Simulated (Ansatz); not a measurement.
`FC(F)(F)C1=CC(C(F)(F)F)=[O+][Al-]([F])([F])[O]1`, relaxed with RKS PBE0-D4/def2-TZVP in Ansatz from a GFN2-xTB geometry. The force threshold is 0.005 eV/Å; the program also tests the step.

The species carries charge 0 and has multiplicity 1.

Start:

```xyz
17

F    -3.373    1.065   -0.547
C    -2.647    0.092   -0.019
F    -2.998   -1.055   -0.609
F    -2.977   -0.018    1.272
C    -1.130    0.343   -0.175
C    -0.270   -0.618    0.345
C     1.099   -0.413    0.218
C     2.031   -1.496    0.807
F     1.791   -2.684    0.241
F     1.815   -1.641    2.119
F     3.311   -1.209    0.632
O     1.647    0.574   -0.333
Al    0.881    2.012   -1.128
F     1.110    1.847   -2.737
F     1.148    3.298   -0.157
O    -0.783    1.399   -0.761
H    -0.655   -1.497    0.834
```

```csv
step,energy (eV),largest force (eV/Å),largest move (Å)
1,-37614.1088,0.597,0.000
2,-37614.1636,0.432,0.024
3,-37614.1932,0.111,0.037
4,-37614.1963,0.178,0.031
5,-37614.1988,0.048,0.018
6,-37614.1990,0.020,0.004
7,-37614.1990,0.005,0.002
8,-37614.1990,0.001,0.002
```

End:

```xyz
17

F    -3.367    1.051   -0.540
C    -2.651    0.079   -0.012
F    -2.976   -1.070   -0.606
F    -2.952   -0.026    1.283
C    -1.143    0.337   -0.173
C    -0.267   -0.608    0.341
C     1.104   -0.426    0.224
C     2.024   -1.508    0.814
F     1.763   -2.683    0.238
F     1.791   -1.629    2.122
F     3.295   -1.215    0.632
O     1.683    0.549   -0.325
Al    0.866    1.973   -1.107
F     1.140    1.939   -2.723
F     1.170    3.326   -0.231
O    -0.827    1.402   -0.768
H    -0.653   -1.488    0.833
```

It took 12 s on 11 threads of an AMD EPYC 7R13 on a shared host and a whole NVIDIA H100 80 GB, with 1.4 GiB of host memory at the peak.
